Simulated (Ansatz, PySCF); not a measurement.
C3H7FOSi, SMILES [SiH2](CF)CC=O. Atoms are numbered in the order given.

```xyz
13

O      2.5563     1.3008    -0.1080
C      1.8074     0.7070     0.6211
C      1.3369    -0.6943     0.4052
Si    -0.3258    -0.7609    -0.5214
C     -1.6313     0.2510     0.4203
F     -2.8442     0.1474    -0.2286
H      1.3797     1.2104     1.5305
H      1.2012    -1.2126     1.3687
H      2.0706    -1.2392    -0.2101
H     -0.7722    -2.1820    -0.6032
H     -0.1600    -0.2020    -1.8928
H     -1.3440     1.3167     0.4797
H     -1.7436    -0.1125     1.4583
```

Geometry: PBE0-D3(BJ)/def2-SVP. This is a generated structure with no PubChem entry under its InChIKey; it may be hypothetical. Other conformers were not sampled.

Two levels are set side by side: PBE-D3(BJ)/def2-SVP (Ansatz, a first-principles code) and PBE0-D3(BJ)/def2-SVP (Ansatz). Each level has its own optimised geometry; the coordinates shown are those of the second. Frequencies come from the Hessian of PySCF at each geometry. Differences are taken from unrounded values.

```
quantity                            PBE0-D3(BJ)  PBE-D3(BJ)  PBE-D3(BJ) minus PBE0-D3(BJ)
----------------------------------  -----------  ----------  ----------------------------
mean bond length (Å)                      1.367       1.378                         0.011
bond O1–C2 (Å)                            1.202       1.215                         0.013
bond C2–C3 (Å)                            1.494       1.502                         0.008
bond C3–Si4 (Å)                           1.905       1.919                         0.015
bond Si4–C5 (Å)                           1.901       1.912                         0.011
bond C5–F6 (Å)                            1.379       1.395                         0.015
bond C2–H7 (Å)                            1.124       1.137                         0.013
bond C3–H8 (Å)                            1.103       1.111                         0.008
bond C3–H9 (Å)                            1.102       1.110                         0.008
bond Si4–H10 (Å)                          1.492       1.502                         0.010
bond Si4–H11 (Å)                          1.490       1.500                         0.010
bond C5–H12 (Å)                           1.105       1.115                         0.010
bond C5–H13 (Å)                           1.106       1.115                         0.010
highest harmonic wavenumber (cm⁻¹)         3156        3067                           -89
mean harmonic wavenumber (cm⁻¹)            1248        1202                           -45
zero-point energy (kcal/mol)              58.85       56.71                         -2.14
```

Exact exchange shortens and stiffens bonds; PBE has none. Differences between two approximate levels are no errors against the true value.
